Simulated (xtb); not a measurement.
Method: GFN2-xTB run with xtb 6.7.1.

```
xtb start.xyz --ohess tight --gfn 2 --chrg 0 --uhf 0 --iterations 400

# start.xyz
4

F     -1.229964    -1.419059    -0.090009
Ga     0.040414    -0.023949     0.271924
F     -0.881844     1.658650    -0.085603
Cl     2.071395    -0.215641    -0.096312
```

Output:

```
[...]
          :  -> integral neglect         0.1000000E-07      :
          :  -> SCF convergence          0.1000000E-05 Eh   :
          :  -> wf. convergence          0.1000000E-03 e    :
          :  Broyden damping             0.4000000          :
          :  net charge                          0          :
          :  unpaired electrons                  0          :
          ...................................................

 iter      E             dE          RMSdq      gap      omega  full diag
   1    -15.3936763 -0.153937E+02  0.233E-04    3.86       0.0  T
   2    -15.3936763 -0.211884E-10  0.189E-04    3.86     264.1  T
   3    -15.3936763 -0.366800E-10  0.945E-05    3.86     528.9  T

   *** convergence criteria satisfied after 3 iterations ***

         #    Occupation            Energy/Eh            Energy/eV
      -------------------------------------------------------------
         1        2.0000           -1.1118083             -30.2538
       ...           ...                  ...                  ...
         6        2.0000           -0.5316473             -14.4669
         7        2.0000           -0.5288181             -14.3899
         8        2.0000           -0.5259886             -14.3129
         9        2.0000           -0.5160015             -14.0411
        10        2.0000           -0.5150569             -14.0154
        11        2.0000           -0.5094239             -13.8621
        12        2.0000           -0.5040723             -13.7165 (HOMO)
        13                         -0.3623074              -9.8589 (LUMO)
        14                         -0.1570342              -4.2731
        15                         -0.0636072              -1.7308
        16                         -0.0525081              -1.4288
        17                         -0.0495066              -1.3471
       ...                                ...                  ...
        26                          1.1854622              32.2581
      -------------------------------------------------------------
                  HL-Gap            0.1417649 Eh            3.8576 eV
             Fermi-level           -0.4331899 Eh          -11.7877 eV


         :::::::::::::::::::::::::::::::::::::::::::::::::::::
         ::                     SUMMARY                     ::
         :::::::::::::::::::::::::::::::::::::::::::::::::::::
         :: total energy             -15.382260412368 Eh    ::
         :: gradient norm              0.000042106586 Eh/a0 ::
         :: HOMO-LUMO gap              3.857620188445 eV    ::
         ::.................................................::
         :: SCC energy               -15.393676005007 Eh    ::
         :: -> isotropic ES            0.046451383027 Eh    ::
         :: -> anisotropic ES          0.000643241410 Eh    ::
         :: -> anisotropic XC         -0.001635714869 Eh    ::
         :: -> dispersion             -0.001922714021 Eh    ::
         :: repulsion energy           0.011415592639 Eh    ::
         :: add. restraining           0.000000000000 Eh    ::
         :: total charge               0.000000000000 e     ::
         :::::::::::::::::::::::::::::::::::::::::::::::::::::

           -------------------------------------------------
          |                Numerical Hessian                |
           -------------------------------------------------
step length          :   0.00500
SCC accuracy         :   0.30000
Hessian scale factor :   1.00000
frozen atoms in %    :   0.00000    0
RMS gradient         :   0.00004
estimated CPU  time      0.00 min
estimated wall time      0.00 min

writing file <hessian>.

 projected vibrational frequencies (cm⁻¹)
eigval :       -0.00    -0.00     0.00     0.00     0.00     0.00
eigval :       98.66   133.21   137.46   361.15   471.83   472.92
           -------------------------------------------------
          |                Property Printout                |
           -------------------------------------------------

    * Orbital Energies and Occupations

         #    Occupation            Energy/Eh            Energy/eV
      -------------------------------------------------------------
         1        2.0000           -1.1118085             -30.2538
         2        2.0000           -0.8388703             -22.8268
         3        2.0000           -0.8361701             -22.7533
         4        2.0000           -0.6170248             -16.7901
         5        2.0000           -0.5363647             -14.5952
         6        2.0000           -0.5316473             -14.4669
         7        2.0000           -0.5288182             -14.3899
         8        2.0000           -0.5259887             -14.3129
         9        2.0000           -0.5160016             -14.0411
        10        2.0000           -0.5150571             -14.0154
        11        2.0000           -0.5094242             -13.8621
        12        2.0000           -0.5040726             -13.7165 (HOMO)
        13                         -0.3623075              -9.8589 (LUMO)
        14                         -0.1570342              -4.2731
        15                         -0.0636075              -1.7308
        16                         -0.0525083              -1.4288
        17                         -0.0495068              -1.3471
        18                         -0.0471961              -1.2843
        19                         -0.0436160              -1.1869
        20                         -0.0212062              -0.5771
        21                          0.0150531               0.4096
        22                          0.0240335               0.6540
        23                          0.0394418               1.0733
       ...                                ...                  ...
        26                          1.1854620              32.2581
      -------------------------------------------------------------
                  HL-Gap            0.1417650 Eh            3.8576 eV
Molecule has the following symmetry elements: (C2) 2*(sigma)
It seems to be the C2v point group
             Fermi-level           -0.4331900 Eh          -11.7877 eV

     #   Z          covCN         q      C6AA      α(0)
     1   9 F        0.693    -0.177    11.019     3.919
     2  31 Ga       2.179     0.234   212.808    32.715
     3   9 F        0.693    -0.177    11.018     3.919
     4  17 Cl       0.793     0.121    95.522    14.951

 Mol. C6AA /au·bohr⁶  :        913.755830
 Mol. C8AA /au·bohr⁸  :      57793.049983
 Mol. α(0) /au        :         55.504307

Wiberg/Mayer (AO) data.
largest (>0.10) Wiberg bond orders for each atom

 ---------------------------------------------------------------------------
     #   Z sym  total        # sym  WBO       # sym  WBO       # sym  WBO
 ---------------------------------------------------------------------------
     1   9 F    1.390 --     2 Ga   1.156     4 Cl   0.154
     2  31 Ga   3.670 --     4 Cl   1.358     3 F    1.156     1 F    1.156
     3   9 F    1.390 --     2 Ga   1.156     4 Cl   0.154
     4  17 Cl   1.666 --     2 Ga   1.358     3 F    0.154     1 F    0.154
 ---------------------------------------------------------------------------

Topologies differ in total number of bonds
Writing topology from bond orders to xtbtopo.mol

molecular dipole:
                 x           y           z       tot (Debye)
 q only:        1.150      -0.126      -0.005
   full:        1.244      -0.136      -0.005       3.181
molecular quadrupole (traceless):
                xx          xy          yy          xz          yz          zz
 q only:        1.716      -0.495      -2.743      -0.003      -0.006       1.027
  q+dip:        1.875      -0.585      -3.393      -0.002      -0.009       1.519
   full:       -0.285      -0.451      -4.353       0.018      -0.018       4.638

           -------------------------------------------------
          |                Geometry Summary                 |
           -------------------------------------------------

      molecular mass/u    :      143.1728100
   center of mass at/Å    :        0.2332912      -0.0255404      -0.0009606
  moments of inertia/u·Å² :        0.7643129E+02   0.1828919E+03   0.2593231E+03
rotational constants/cm⁻¹ :        0.2205593E+00   0.9217268E-01   0.6500628E-01

 * 3 selected distances

     #   Z          #   Z                                           value/Å
     1   9 F        2  31 Ga                                      1.7477625
     2  31 Ga       3   9 F                                       1.7476796 (min)
     2  31 Ga       4  17 Cl                                      2.0676971 (max)

 * 2 distinct bonds (by element types)

   Z      Z             #   av. dist./Å        max./Å        min./Å
   9 F   31 Ga          2     1.7477210     1.7477625     1.7476796
  17 Cl  31 Ga          1     2.0676971     2.0676971     2.0676971

           -------------------------------------------------
          |               Frequency Printout                |
           -------------------------------------------------
 projected vibrational frequencies (cm⁻¹)
eigval :       -0.00    -0.00     0.00     0.00     0.00     0.00
eigval :       98.66   133.21   137.46   361.15   471.83   472.92
 reduced masses (amu)
   1: 37.56   2: 28.47   3: 33.29   4: 47.67   5: 42.84   6: 30.56   7: 35.93   8: 24.94
   9: 45.63  10: 34.44  11: 36.01  12: 32.18
 IR intensities (km·mol⁻¹)
   1:  1.50   2:  1.19   3:  0.55   4:  0.01   5:  0.21   6:  0.58   7:  7.78   8: 31.40
   9: 21.37  10:  0.34  11: 63.16  12: 58.35
 Raman intensities (Ä⁴*amu⁻¹)
   1:  0.00   2:  0.00   3:  0.00   4:  0.00   5:  0.00   6:  0.00   7:  0.00   8:  0.00
   9:  0.00  10:  0.00  11:  0.00  12:  0.00
 output can be read by thermo (or use thermo option).
 writing <g98.out> molden fake output.
 recommended (thermochemical) frequency scaling factor: 1.0
           -------------------------------------------------
          |             Thermodynamic Functions             |
           -------------------------------------------------

c2v symmetry found (for desy threshold:  0.10E+00) used in thermo

          ...................................................
          :                      SETUP                      :
          :.................................................:
          :  # frequencies                           6      :
          :  # imaginary freq.                       0      :
          :  linear?                             false      :
          :  only rotor calc.                    false      :
          :  symmetry                              c2v      :
          :  rotational number                       2      :
          :  scaling factor                  1.0000000      :
          :  rotor cutoff                   50.0000000 cm⁻¹ :
          :  imag. cutoff                  -20.0000000 cm⁻¹ :
          :.................................................:

    mode    ω/cm⁻¹     T·S(HO)/kcal·mol⁻¹    T·S(FR)/kcal·mol⁻¹   T·S(vib)
   ------------------------------------------------------------------------
       1     98.66    -1.03772 ( 93.81%)    -0.85490 (  6.19%)    -1.02641
       2    133.21    -0.86438 ( 98.05%)    -0.76604 (  1.95%)    -0.86246
       3    137.46    -0.84642 ( 98.28%)    -0.75675 (  1.72%)    -0.84488
   ------------------------------------------------------------------------

   temp. (K)  partition function   enthalpy   heat capacity  entropy
                                   cal/mol     cal/K/mol   cal/K/mol   J/K/mol
 298.15  VIB   17.3                 1829.499      9.868     11.749
         ROT  0.727E+05              888.752      2.981     25.227
         INT  0.126E+07             2718.252     12.849     36.976
         TR   0.166E+28             1481.254      4.968     40.769
         TOT                        4199.5057    17.8171    77.7450   325.2851

       T/K    H(0)-H(T)+PV         H(T)/Eh          T*S/Eh         G(T)/Eh
   ------------------------------------------------------------------------
    298.15    0.669234E-02    0.105088E-01    0.369392E-01   -0.264303E-01
   ------------------------------------------------------------------------

         :::::::::::::::::::::::::::::::::::::::::::::::::::::
         ::                  THERMODYNAMIC                  ::
         :::::::::::::::::::::::::::::::::::::::::::::::::::::
         :: total free energy         -15.408690760475 Eh   ::
         ::.................................................::
         :: total energy              -15.382260412379 Eh   ::
         :: zero point energy           0.003816473264 Eh   ::
         :: G(RRHO) w/o ZPVE           -0.030246821360 Eh   ::
         :: G(RRHO) contrib.           -0.026430348096 Eh   ::
         :::::::::::::::::::::::::::::::::::::::::::::::::::::

optimized geometry written to: xtbopt.xyz

           -------------------------------------------------
          | TOTAL ENERGY              -15.382260412379 Eh   |
          | TOTAL ENTHALPY            -15.371751600747 Eh   |
          | TOTAL FREE ENERGY         -15.408690760475 Eh   |
          | GRADIENT NORM               0.000042088357 Eh/α |
          | HOMO-LUMO GAP               3.857622900558 eV   |
           -------------------------------------------------

------------------------------------------------------------------------
```

Cost: around 0.18 core-seconds (rough).
